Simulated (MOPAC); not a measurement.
Job for MOPAC: AM1 on CH5Bi (SMILES [CH3][BiH2]), a point of a bond scan (R = 1.088 Å).

```
AM1 1SCF PRECISE CHARGE=0 THREADS=1
CH5Bi

Bi    -0.11442136 1    -0.13875822 1     0.14265198 1
H      0.10109638 1    -1.45634717 1    -1.06583804 1
H     -1.63440454 1     0.37932592 1    -0.67231832 1
C      1.15924493 1     1.32396943 1    -1.06349030 1
H      0.99503276 1     2.32409352 1    -0.66816470 1
H      0.87590674 1     1.28056262 1    -2.11058643 1
H      2.20387163 1     1.04548114 1    -0.94226535 1
```

The log:

```
*******************************************************************************
 **                                                                           **
 **                              MOPAC v23.2.5                                **
 **                                                                           **
 *******************************************************************************
 ** MOPAC's Digital Object Identifier: https://doi.org/10.5281/zenodo.6511958 **
 **                                                                           **
 ** Please cite the open-source release paper for use of this MOPAC version:  **
 ** J. E. Moussa and J. J. P. Stewart (2026)                                  **
 ** MOPAC: An open-source semiempirical molecular orbital program             **
 ** J. Open Source Softw., 11(119), 8025, https://doi.org/10.21105/joss.08025 **
 *******************************************************************************

                              AM1 CALCULATION RESULTS

 *******************************************************************************
 *  AM1        - The AM1 Hamiltonian to be used
 *
 *
 *
 *                 CHARGE ON SYSTEM = 0
 *
 *
 *
 *  PRECISE    - TIGHTER CRITERIA TO BE USED
 *  1SCF       - DO 1 SCF AND THEN STOP
 *  THREADS=1  - MULTI-THREADING NOT USED
 *  T=         - A TIME OF 172800.0 SECONDS REQUESTED
 *  DUMP=N     - RESTART FILE WRITTEN EVERY 7200.0 SECONDS REQUESTED
 *******************************************************************************
AM1 1SCF PRECISE CHARGE=0 THREADS=1
 CH5Bi

   ATOM   CHEMICAL          X               Y               Z
  NUMBER   SYMBOL      (ANGSTROMS)     (ANGSTROMS)     (ANGSTROMS)

     1      Bi         -0.11442136  *  -0.13875822  *   0.14265198  *
     2       H          0.10109638  *  -1.45634717  *  -1.06583804  *
     3       H         -1.63440454  *   0.37932592  *  -0.67231832  *
     4       C          1.15924493  *   1.32396943  *  -1.06349030  *
     5       H          0.99503276  *   2.32409352  *  -0.66816470  *
     6       H          0.87590674  *   1.28056262  *  -2.11058643  *
     7       H          2.20387163  *   1.04548114  *  -0.94226535  *



          CARTESIAN COORDINATES

    NO.       ATOM           X           Y           Z

     1        Bi         -0.1144     -0.1388      0.1427
     2         H          0.1011     -1.4563     -1.0658
     3         H         -1.6344      0.3793     -0.6723
     4         C          1.1592      1.3240     -1.0635
     5         H          0.9950      2.3241     -0.6682
     6         H          0.8759      1.2806     -2.1106
     7         H          2.2039      1.0455     -0.9423

  H: (AM1): M.J.S. DEWAR ET AL, J. AM. CHEM. SOC. 107 3902-3909 (1985)
  C: (AM1): M.J.S. DEWAR ET AL, J. AM. CHEM. SOC. 107 3902-3909 (1985)
 Bi: (AM1): J. J. P. STEWART, J. MOL. MOD., 10, 155-164 (2004)

           Empirical Formula: C H5 Bi  =     7 atoms



      MOLECULAR POINT GROUP   :   Cs


      RHF CALCULATION, NO. OF DOUBLY OCCUPIED LEVELS = 7



 ALL CONVERGERS ARE NOW FORCED ON
 SHIFT=10, PULAY ON, CAMP-KING ON
 AND ITERATION COUNTER RESET



 -------------------------------------------------------------------------------
 AM1 1SCF PRECISE CHARGE=0 THREADS=1
 CH5Bi



     1SCF WAS SPECIFIED, SO BFGS WAS NOT USED
     SCF FIELD WAS ACHIEVED


                              AM1 CALCULATION
                                                       MOPAC v23.2.5 Linux




          FINAL HEAT OF FORMATION =        213.05354 KCAL/MOL =     891.41601 KJ/MOL


          COSMO AREA              =        108.89 SQUARE ANGSTROMS
          COSMO VOLUME            =         99.29 CUBIC ANGSTROMS

          IONIZATION POTENTIAL    =          8.374960 EV
          HOMO LUMO ENERGIES (EV) =         -8.375 -3.128
          NO. OF FILLED LEVELS    =          7
          MOLECULAR WEIGHT        =        226.0309         POINT GROUP:  Cs

          MOLECULAR DIMENSIONS (Angstroms)

            Atom       Atom       Distance
            H     5    H     2     3.90500
            H     7    H     3     3.60704
           Bi     1    H     6     2.31369


          SCF CALCULATIONS        =          1





   ATOM   CHEMICAL          X               Y               Z
  NUMBER   SYMBOL      (ANGSTROMS)     (ANGSTROMS)     (ANGSTROMS)

     1      Bi         -0.11442136  *  -0.13875822  *   0.14265198  *
     2       H          0.10109638  *  -1.45634717  *  -1.06583804  *
     3       H         -1.63440454  *   0.37932592  *  -0.67231832  *
     4       C          1.15924493  *   1.32396943  *  -1.06349030  *
     5       H          0.99503276  *   2.32409352  *  -0.66816470  *
     6       H          0.87590674  *   1.28056262  *  -2.11058643  *
     7       H          2.20387163  *   1.04548114  *  -0.94226535  *

                             CARTESIAN COORDINATES

   1   Bi       -0.114421360    -0.138758220     0.142651980
   2    H        0.101096380    -1.456347170    -1.065838040
   3    H       -1.634404540     0.379325920    -0.672318320
   4    C        1.159244930     1.323969430    -1.063490300
   5    H        0.995032760     2.324093520    -0.668164700
   6    H        0.875906740     1.280562620    -2.110586430
   7    H        2.203871630     1.045481140    -0.942265350


           Empirical Formula: C H5 Bi  =     7 atoms



      MOLECULAR POINT GROUP   :   Cs


                  EIGENVALUES
 -26.84733 -17.87437 -12.88676 -12.76375 -10.81101 -10.53157  -8.37496  -3.12805
  -2.57842  -1.67798   5.52862   5.61845   6.15499


              NET ATOMIC CHARGES AND DIPOLE CONTRIBUTIONS

  ATOM NO.   TYPE          CHARGE      No. of ELECS.   s-Pop       p-Pop
    1         Bi           1.218125        3.7819     1.99921     1.78266
    2          H          -0.237653        1.2377     1.23765
    3          H          -0.323053        1.3231     1.32305
    4          C          -0.902056        4.9021     1.36034     3.54171
    5          H           0.067322        0.9327     0.93268
    6          H           0.106547        0.8935     0.89345
    7          H           0.070768        0.9292     0.92923
 DIPOLE           X         Y         Z       TOTAL
 POINT-CHG.    -1.752    -3.712     6.086     7.341
 HYBRID         0.831     0.971    -0.722     1.468
 SUM           -0.922    -2.741     5.364     6.094


          ATOMIC ORBITAL ELECTRON POPULATIONS

     Atom    s        px        py        pz
    1 Bi   1.99921   0.57911   0.59133   0.61223
    2  H   1.23765
    3  H   1.32305
    4  C   1.36034   1.16919   1.25085   1.12168
    5  H   0.93268
    6  H   0.89345
    7  H   0.92923

 **********************
 *                    *
 * JOB ENDED NORMALLY *
 *                    *
 **********************




 == MOPAC DONE ==
```

The run finished.

Cost: about 0.08 core-seconds (a rough figure).
